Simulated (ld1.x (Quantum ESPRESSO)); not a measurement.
The numbers below are computed, except where a source is named.
**Potentials for boron (B) compared**

Generated with ld1.x 7.5 (TM, RRKJ, ultrasoft, PAW), atompaw 4.2 or ONCVPSP 4.0.1. The cutoff is in Ry: for ld1.x and atompaw files where the sum of valence levels is converged to 10 mRy in a Bessel basis, for ONCV files where the hardest occupied wave has 1 mHa per electron of residual kinetic energy. The error is the largest all-electron minus pseudo excitation energy over each file’s own four to seven test configurations (ionisations up to +4, promotions, holes and added fractions of an electron), all of which were solved. The labels leave out finer settings (local radius, basis sizes, second energies), which also bear on the numbers. Spin-polarised tests are not counted. The rows are a selection from randomly drawn settings: files with unsolved tests, undetermined cutoffs or missed reference levels are left out.

| potential | cutoff (Ry) | largest error (meV) | bound ghosts |
| --- | --- | --- | --- |
| TM semilocal, revPBE, scalar-relativistic, rc 1.15/2.75/2.85 (spd), local p, core correction no, reference 2s2 2p1 | 21 | +183 | none |
| ultrasoft, PBE, scalar-relativistic, rc 1.10/4.20/3.30 (spd), local smoothed, core correction no, reference 2s2 2p1 | 25 | +176 | none |
| PAW, PBE, scalar-relativistic, rc 1.75/2.25 (sp), local smoothed, core correction yes, reference 2s2 2p1 | 10 | -7.0 | none |
| RRKJ, PBEsol, non-relativistic, rc 1.15/2.45/2.15 (spd), local d, core correction yes, reference 2s1.75 2p1.25 | 21 | +171 | none |
| PAW, PBEsol, scalar-relativistic, rc 1.25/4.20/3.55 (spd), local smoothed, core correction yes, reference 2s2 2p1 | 18 | -8.7 | none |
| TM, PBE, scalar-relativistic, rc 1.70/1.95/2.10 (spd), local smoothed, core correction yes, reference 2s1.75 2p1.25 | 21 | +60 | none |
| TM semilocal, LDA (PZ), scalar-relativistic, rc 1.35/3.95 (sp), local s, core correction no, reference 2s2 2p1 | 21 | +644 | none |
| TM, PBE, non-relativistic, rc 1.15/1.90 (sp), local p, core correction yes, reference 2s1 2p0 | 21 | +95 | none |

(1) Fill in the row for B: TM, PBEsol, scalar-relativistic, rc 1.05/1.90/2.00 (spd), local smoothed, core correction yes, reference 2s2 2p1.

Answers

(1) cutoff 45 Ry, largest error +60 meV, bound ghosts: none.
